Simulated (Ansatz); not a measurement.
`BNC(C)=O` and `CC(=O)[O][GeH3]` differ in one atom or group.

Ansatz, PBE0-D4/def2-TZVP geometries, multiplicity 1. 

Scalar relativity is left out up to krypton.

```csv
property,`BNC(C)=O`
LUMO energy (B3LYP/def2-TZVPP) / eV,-1.39
LUMO energy (PBE/def2-TZVPP) / eV,-2.19
HOMO energy (ωB97M-V/def2-TZVPP) / eV,-10.24
size of the dipole moment (PBE/def2-TZVPP) / D,3.71
size of the dipole moment (B3LYP/def2-TZVPP) / D,3.80
LUMO energy (ωB97M-V/def2-TZVPP) / eV,0.86
```

(1) What does the change do to each property? (Estimate.)

Results:

(1) Computed: 
| property | `CC(=O)[O][GeH3]` | shift |
| --- | --- | --- |
| LUMO energy (B3LYP/def2-TZVPP) / eV | -0.08 | 1.31 |
| LUMO energy (PBE/def2-TZVPP) / eV | -0.88 | 1.31 |
| HOMO energy (ωB97M-V/def2-TZVPP) / eV | -10.45 | -0.21 |
| size of the dipole moment (PBE/def2-TZVPP) / D | 1.46 | -2.25 |
| size of the dipole moment (B3LYP/def2-TZVPP) / D | 1.51 | -2.29 |
| LUMO energy (ωB97M-V/def2-TZVPP) / eV | 1.93 | 1.07 |

With PBE0 the HOMO falls by 0.22 eV and the LUMO rises by 1.33 eV, so the gap widens by about 1.55 eV. PBE moves the HOMO by -0.19 eV and ωB97M-V by -0.21 eV. Dipoles are sizes alone; their direction can turn.

B3LYP here is the variant with VWN-RPA as its local correlation; programs differ in this.
